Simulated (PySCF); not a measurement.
PySCF job for C₂H₈Si, SMILES C[SiH2]C (connectivity only; charge and spin as stated), charge +1, multiplicity 2, TDA-PBE/def2-SVPD. Geometry optimised at B3LYP-D3(BJ)/def2-SVP. The geometry has at least one imaginary mode, so it is a saddle point at that level. The spin state was assumed, not searched. The isomer is the one that the SMILES or the coordinates give; other isomers of the formula were not compared.

```python
import numpy as np
from pyscf import gto, scf, dft, tdscf

mol = gto.M(
    atom='''
    Si    0.00000000   -0.00000000   -0.46695854
    C     1.69627094    0.00000000    0.43503234
    C    -1.69627094    0.00000000    0.43503234
    H     0.00000000   -1.34202835   -1.15651924
    H    -0.00000000    1.34202833   -1.15651926
    H     1.67818854    0.92974288    1.03098776
    H     2.55868934   -0.00000000   -0.24694050
    H     1.67818854   -0.92974287    1.03098777
    H    -2.55868934    0.00000000   -0.24694050
    H    -1.67818854    0.92974288    1.03098776
    H    -1.67818854   -0.92974287    1.03098777
    ''',
    basis='def2-SVPD',
    charge=1,
    spin=1,
    max_memory=1600,
    verbose=4,
)
mf = dft.UKS(mol, xc='pbe').density_fit(auxbasis='def2-universal-jkfit')
mf.grids.level = 3
mf.conv_tol = 1e-9
mf.max_cycle = 100
mf.kernel()
fine, coarse = mf.grids, dft.Grids(mol).set(level=1).build(with_non0tab=True)
for _ in range(3):  # follow internal instabilities
    mf.grids = coarse
    mo, _, stable, _ = mf.stability(return_status=True, nroots=4)
    mf.grids = fine
    if stable:
        break
    mf.kernel(mf.make_rdm1(mo, mf.mo_occ))
mf.grids = dft.Grids(mol).set(level=1).build(with_non0tab=True)  # coarser grid for the response kernel
td = tdscf.TDA(mf)
td.nstates = 10
td.conv_tol = 1e-4
td.positive_eig_threshold = 1e-6
td.kernel(x0=td.get_init_guess(mf, 15))
td.analyze()
```

Output:

```
PySCF version 2.14.0

[INPUT] verbose = 4
[INPUT] num. atoms = 11
[INPUT] num. electrons = 33
[INPUT] charge = 1
[INPUT] spin (= nelec alpha-beta = 2S) = 1
[INPUT] symmetry False subgroup None
[INPUT] Mole.unit = angstrom
[INPUT] Symbol           X                Y                Z      unit          X                Y                Z       unit  Magmom
[INPUT]  1 Si     0.000000000000   0.000000000000  -0.466958540000 AA    0.000000000000   0.000000000000  -0.882423752127 Bohr   0.0
[INPUT]  2 C      1.696270940000   0.000000000000   0.435032340000 AA    3.205487509659   0.000000000000   0.822091977929 Bohr   0.0
[INPUT]  3 C     -1.696270940000   0.000000000000   0.435032340000 AA   -3.205487509659   0.000000000000   0.822091977929 Bohr   0.0
[INPUT]  4 H      0.000000000000  -1.342028350000  -1.156519240000 AA    0.000000000000  -2.536066032902  -2.185504621390 Bohr   0.0
[INPUT]  5 H      0.000000000000   1.342028330000  -1.156519260000 AA    0.000000000000   2.536065995107  -2.185504659185 Bohr   0.0
[INPUT]  6 H      1.678188540000   0.929742880000   1.030987760000 AA    3.171316725984   1.756959409464   1.948284504179 Bohr   0.0
[INPUT]  7 H      2.558689340000   0.000000000000  -0.246940500000 AA    4.835222090444   0.000000000000  -0.466649914063 Bohr   0.0
[INPUT]  8 H      1.678188540000  -0.929742870000   1.030987770000 AA    3.171316725984  -1.756959390567   1.948284523076 Bohr   0.0
[INPUT]  9 H     -2.558689340000   0.000000000000  -0.246940500000 AA   -4.835222090444   0.000000000000  -0.466649914063 Bohr   0.0
[INPUT] 10 H     -1.678188540000   0.929742880000   1.030987760000 AA   -3.171316725984   1.756959409464   1.948284504179 Bohr   0.0
[INPUT] 11 H     -1.678188540000  -0.929742870000   1.030987770000 AA   -3.171316725984  -1.756959390567   1.948284523076 Bohr   0.0

nuclear repulsion = 111.858338539902
number of shells = 58
number of NR pGTOs = 182
number of NR cGTOs = 128
basis = def2-SVPD
ecp = {}


[settings echo left out]
init E= -369.815656517788
  alpha nocc = 17  HOMO = -0.318682690877513  LUMO = -0.0566624826785187
  beta  nocc = 16  HOMO = -0.349158139558707  LUMO = -0.318682690877513

WARN: HOMO -0.318682690877513 >= LUMO -0.318682690877513

cycle= 1 E= -369.686383837855  delta_E= 0.129  |g|= 0.284  |ddm|= 2.47
  alpha nocc = 17  HOMO = -0.478910414917918  LUMO = -0.242618219880411
  beta  nocc = 16  HOMO = -0.477123936941553  LUMO = -0.459148211248547
  HOMO = -0.477123936942  LUMO = -0.459148211249  gap/eV = 0.48914
cycle= 2 E= -369.611116247137  delta_E= 0.0753  |g|= 0.441  |ddm|= 0.882
  alpha nocc = 17  HOMO = -0.493317948379228  LUMO = -0.223161543465631
  beta  nocc = 16  HOMO = -0.505609130330869  LUMO = -0.469746100148331
  HOMO = -0.493317948379  LUMO = -0.469746100148  gap/eV = 0.64142
cycle= 3 E= -369.732832363886  delta_E= -0.122  |g|= 0.0263  |ddm|= 0.562
  alpha nocc = 17  HOMO = -0.49180349855078  LUMO = -0.222158577066856
  beta  nocc = 16  HOMO = -0.499781655616755  LUMO = -0.466772161850932
  HOMO = -0.491803498551  LUMO = -0.466772161851  gap/eV = 0.68114
cycle= 4 E= -369.733296557491  delta_E= -0.000464  |g|= 0.0131  |ddm|= 0.0697
  alpha nocc = 17  HOMO = -0.49284646942137  LUMO = -0.222659824210503
  beta  nocc = 16  HOMO = -0.501142987462114  LUMO = -0.467183617949695
  HOMO = -0.492846469421  LUMO = -0.46718361795  gap/eV = 0.69832
cycle= 5 E= -369.733434294489  delta_E= -0.000138  |g|= 0.00213  |ddm|= 0.0244
  alpha nocc = 17  HOMO = -0.492514325457981  LUMO = -0.222263074148479
  beta  nocc = 16  HOMO = -0.5007991283314  LUMO = -0.466668892987752
  HOMO = -0.492514325458  LUMO = -0.466668892988  gap/eV = 0.70329
cycle= 6 E= -369.733437625166  delta_E= -3.33e-06  |g|= 0.000795  |ddm|= 0.00483
  alpha nocc = 17  HOMO = -0.492749796450493  LUMO = -0.222452440566067
  beta  nocc = 16  HOMO = -0.500983517599287  LUMO = -0.466820349923076
  HOMO = -0.49274979645  LUMO = -0.466820349923  gap/eV = 0.70558
cycle= 7 E= -369.733438106378  delta_E= -4.81e-07  |g|= 0.00023  |ddm|= 0.00172
  alpha nocc = 17  HOMO = -0.492731094627018  LUMO = -0.222429699580354
  beta  nocc = 16  HOMO = -0.500935409069628  LUMO = -0.466779801814882
  HOMO = -0.492731094627  LUMO = -0.466779801815  gap/eV = 0.70617
cycle= 8 E= -369.7334381461  delta_E= -3.97e-08  |g|= 3.93e-05  |ddm|= 0.000524
  alpha nocc = 17  HOMO = -0.492728906838343  LUMO = -0.222429993652392
  beta  nocc = 16  HOMO = -0.500936815323733  LUMO = -0.466775003334406
  HOMO = -0.492728906838  LUMO = -0.466775003334  gap/eV = 0.70624
cycle= 9 E= -369.733438147743  delta_E= -1.64e-09  |g|= 6.76e-06  |ddm|= 0.000115
  alpha nocc = 17  HOMO = -0.492729585618907  LUMO = -0.222431219192029
  beta  nocc = 16  HOMO = -0.500936741429865  LUMO = -0.466775914559203
  HOMO = -0.492729585619  LUMO = -0.466775914559  gap/eV = 0.70624
cycle= 10 E= -369.733438147804  delta_E= -6.13e-11  |g|= 1.38e-06  |ddm|= 2.44e-05
  alpha nocc = 17  HOMO = -0.492729441404698  LUMO = -0.222431058168512
  beta  nocc = 16  HOMO = -0.500936813587699  LUMO = -0.466775765900109
  HOMO = -0.492729441405  LUMO = -0.4667757659  gap/eV = 0.70624
Extra cycle  E= -369.733438147806  delta_E= -1.42e-12  |g|= 1.36e-06  |ddm|= 5.82e-06
converged SCF energy = -369.733438147806  <S^2> = 0.75251618  2S+1 = 2.0025146
tot grids = 36552
uhf_internal: lowest eigs of H = [0.43540435 0.49810398 0.50192165 0.5082507 ]
<class 'pyscf.df.df_jk.DFUKS'> wavefunction is stable in the internal stability analysis
tot grids = 36552
Overwritten attributes  positive_eig_threshold  of <class 'pyscf.tdscf.uks.TDA'>


******** <class 'pyscf.tdscf.uks.TDA'> for <class 'pyscf.df.df_jk.DFUKS'> ********
nstates = 10
deg_eia_thresh = 1.000e-03
wfnsym = None
conv_tol = 0.0001
eigh lindep = 1e-12
eigh level_shift = 0
eigh max_cycle = 100


Excitation energies (eV)
[1.64126334 1.76595656 2.90690853 3.03784685 3.22723939 3.76383215
 5.92027363 6.99786153 7.33180322 7.51852183]

** Excitation energies and oscillator strengths **
Excited State   1:      1.64126 eV    755.42 nm  f=0.0416
      14b ->   17b     -0.28420
      16b ->   17b     -0.94334
Excited State   2:      1.76596 eV    702.08 nm  f=0.0089
      15b ->   17b      0.98536
Excited State   3:      2.90691 eV    426.52 nm  f=0.0646
      14b ->   17b      0.95369
      16b ->   17b     -0.26236
Excited State   4:      3.03785 eV    408.13 nm  f=0.0000
      13b ->   17b     -0.99884
Excited State   5:      3.22724 eV    384.18 nm  f=0.0053
      12b ->   17b     -0.99450
Excited State   6:      3.76383 eV    329.41 nm  f=0.0202
      11b ->   17b     -0.99061
Excited State   7:      5.92027 eV    209.42 nm  f=0.0820
      15a ->   22a     -0.10327
      10b ->   17b      0.97081
Excited State   8:      6.99786 eV    177.17 nm  f=0.0005
      17a ->   18a     -0.99239
Excited State   9:      7.33180 eV    169.10 nm  f=0.0007
      16a ->   18a     -0.57727
      16b ->   18b     -0.80731
Excited State  10:      7.51852 eV    164.91 nm  f=0.0004
      15a ->   18a     -0.60815
      15b ->   18b      0.77117

** Transition electric dipole moments (AU) **
state          X           Y           Z        Dip. S.      Osc.
  1        -1.0169     -0.0000     -0.0000      1.0340      0.0416
  2         0.0000     -0.4541     -0.0000      0.2062      0.0089
  3        -0.9522     -0.0000     -0.0000      0.9067      0.0646
  4         0.0000      0.0000      0.0000      0.0000      0.0000
  5         0.0000     -0.0000     -0.2600      0.0676      0.0053
  6         0.0000      0.4677      0.0000      0.2188      0.0202
  7         0.0000      0.0000      0.7517      0.5650      0.0820
  8         0.0000     -0.0000      0.0528      0.0028      0.0005
  9         0.0624      0.0000     -0.0000      0.0039      0.0007
 10        -0.0000      0.0452     -0.0000      0.0020      0.0004

** Transition velocity dipole moments (imaginary part, AU) **
state          X           Y           Z        Dip. S.      Osc.
  1         0.0795      0.0000      0.0000      0.0063      0.0698
  2        -0.0000      0.0605      0.0000      0.0037      0.0376
  3         0.0337      0.0000      0.0000      0.0011      0.0071
  4        -0.0000     -0.0000     -0.0000      0.0000      0.0000
  5        -0.0000      0.0000     -0.0039      0.0000      0.0001
  6        -0.0000     -0.0291     -0.0000      0.0008      0.0041
  7         0.0000     -0.0000      0.0166      0.0003      0.0008
  8         0.0000     -0.0000      0.0330      0.0011      0.0028
  9         0.0123      0.0000     -0.0000      0.0002      0.0004
 10        -0.0000      0.0085     -0.0000      0.0001      0.0002

** Transition magnetic dipole moments (imaginary part, AU) **
state          X           Y           Z
  1        -0.0000     -0.7774      0.0000
  2        -0.7293      0.0000      0.0000
  3        -0.0000      0.3503      0.0000
  4        -0.0000     -0.0000      0.3994
  5        -0.0000     -0.0000      0.0000
  6        -0.0723      0.0000     -0.0000
  7         0.0000      0.0000     -0.0000
  8         0.0000     -0.0000     -0.0000
  9        -0.0000     -0.1356      0.0000
 10        -0.1967      0.0000      0.0000
```

The run converged.
